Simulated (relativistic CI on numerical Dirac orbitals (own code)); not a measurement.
**Re²⁺ (5d5) in a crystal field**

Calculated by Dirac-Coulomb-Breit CI, separate exchange-only KLI orbitals for each configuration, model QED (radiative potential, 1s self-energy scaled to tabulated hydrogen-like ionisation energies), valence Slater integrals scaled by 0.65, one configuration in a parametric crystal field (own radial code).

Field parameters in Wybourne normalisation: D4h B²₀ = −7Ds, B⁴₀ = 21(Dq − Dt), B⁴₄ = 21√(5/14) Dq. The field is a parameter set, without covalency.

S and J are read from ⟨S²⟩ = S(S + 1) and ⟨J²⟩ = J(J + 1) of each level; they are not fictitious spins.

D4h, 10Dq = 20850, Ds = -1500, Dt = 390 cm⁻¹, the lowest 10 levels:

```csv
E (cm⁻¹),Degeneracy,Irrep,S,J
0.0,2,Γ7,0.66,4.23
3842,2,Γ6,0.65,4.27
8336,2,Γ7,0.88,4.23
10380,2,Γ7,1.48,3.61
10719,2,Γ6,1.65,3.50
11933,2,Γ6,1.46,3.73
12105,2,Γ7,1.64,3.47
13472,2,Γ7,1.71,3.40
14675,2,Γ7,1.66,3.25
15312,2,Γ6,1.60,3.10
```

Principal g values of the ground doublet: 1.22, 1.22, 3.70.

D4h, 10Dq = 20850, Ds = -1090, Dt = 390 cm⁻¹, the lowest 10 levels:

```json
{"E (cm⁻¹)": "0.0", "Degeneracy": "2", "Irrep": "Γ7", "S": "0.67", "J": "4.23"}
{"E (cm⁻¹)": "3962", "Degeneracy": "2", "Irrep": "Γ6", "S": "0.66", "J": "4.28"}
{"E (cm⁻¹)": "7601", "Degeneracy": "2", "Irrep": "Γ7", "S": "0.80", "J": "4.25"}
{"E (cm⁻¹)": "10426", "Degeneracy": "2", "Irrep": "Γ6", "S": "1.64", "J": "3.51"}
{"E (cm⁻¹)": "10972", "Degeneracy": "2", "Irrep": "Γ7", "S": "1.59", "J": "3.58"}
{"E (cm⁻¹)": "11868", "Degeneracy": "2", "Irrep": "Γ7", "S": "1.63", "J": "3.49"}
{"E (cm⁻¹)": "13033", "Degeneracy": "2", "Irrep": "Γ6", "S": "1.48", "J": "3.71"}
{"E (cm⁻¹)": "13567", "Degeneracy": "2", "Irrep": "Γ7", "S": "1.71", "J": "3.38"}
{"E (cm⁻¹)": "14904", "Degeneracy": "2", "Irrep": "Γ7", "S": "1.69", "J": "3.20"}
{"E (cm⁻¹)": "15374", "Degeneracy": "2", "Irrep": "Γ6", "S": "1.62", "J": "3.09"}
```

Principal g values of the ground doublet: 1.33, 1.33, 3.60.

D4h, 10Dq = 20850, Ds = -680, Dt = 390 cm⁻¹, the lowest 10 levels:

```csv
E (cm⁻¹),Degeneracy,Irrep,S,J
0.0,2,Γ7,0.67,4.23
4099,2,Γ6,0.66,4.29
6838,2,Γ7,0.75,4.26
10117,2,Γ6,1.63,3.54
11214,2,Γ7,1.68,3.53
11758,2,Γ7,1.63,3.49
13677,2,Γ7,1.70,3.36
13974,2,Γ6,1.52,3.58
15361,2,Γ6,1.49,3.20
15411,2,Γ7,1.69,3.23
```

Principal g values of the ground doublet: 1.47, 1.47, 3.44.

D4h, 10Dq = 20850, Ds = -270, Dt = 390 cm⁻¹, the lowest 10 levels:

```tsv
E (cm⁻¹)	Degeneracy	Irrep	S	J
0.0	2	Γ7	0.68	4.22
4266	2	Γ6	0.67	4.30
6101	2	Γ7	0.73	4.26
9815	2	Γ6	1.62	3.57
11140	2	Γ7	1.69	3.51
11795	2	Γ7	1.71	3.44
13728	2	Γ7	1.69	3.32
14387	2	Γ6	1.57	3.38
14786	2	Γ6	1.45	3.31
16172	2	Γ7	1.67	3.35
```

Principal g values of the ground doublet: 1.65, 1.65, 3.20.

D4h, 10Dq = 20850, Ds = 140, Dt = 390 cm⁻¹, the lowest 10 levels:

| E (cm⁻¹) | Degeneracy | Irrep | S | J |
| --- | --- | --- | --- | --- |
| 0.0 | 2 | Γ7 | 0.68 | 4.22 |
| 4478 | 2 | Γ6 | 0.68 | 4.31 |
| 5440 | 2 | Γ7 | 0.71 | 4.26 |
| 9527 | 2 | Γ6 | 1.60 | 3.61 |
| 10989 | 2 | Γ7 | 1.68 | 3.53 |
| 11840 | 2 | Γ7 | 1.77 | 3.38 |
| 13706 | 2 | Γ7 | 1.67 | 3.30 |
| 13851 | 2 | Γ6 | 1.48 | 3.53 |
| 14338 | 2 | Γ6 | 1.53 | 3.15 |
| 16588 | 2 | Γ6 | 1.67 | 3.79 |

Principal g values of the ground doublet: 1.88, 1.88, 2.87.

The free-ion ground term has S = 5/2. The field overcomes the spin-pairing energy for D4h, 10Dq = 20850, Ds = -1500, Dt = 390 cm⁻¹; D4h, 10Dq = 20850, Ds = -1090, Dt = 390 cm⁻¹; D4h, 10Dq = 20850, Ds = -680, Dt = 390 cm⁻¹; D4h, 10Dq = 20850, Ds = -270, Dt = 390 cm⁻¹; D4h, 10Dq = 20850, Ds = 140, Dt = 390 cm⁻¹, where the ground state has lower spin; these fields are assumed values.

Levels of this model without a field, named by their leading LS term (the scale mimics covalency, so terms lie below those of the real free ion): ⁶S5/2 0, ⁴G5/2 11586, ⁴G7/2 14195, ⁴G11/2 14763, ⁴P3/2 14978, ⁴G5/2 15079, ⁴G9/2 15289, ⁴P1/2 16695 cm⁻¹.
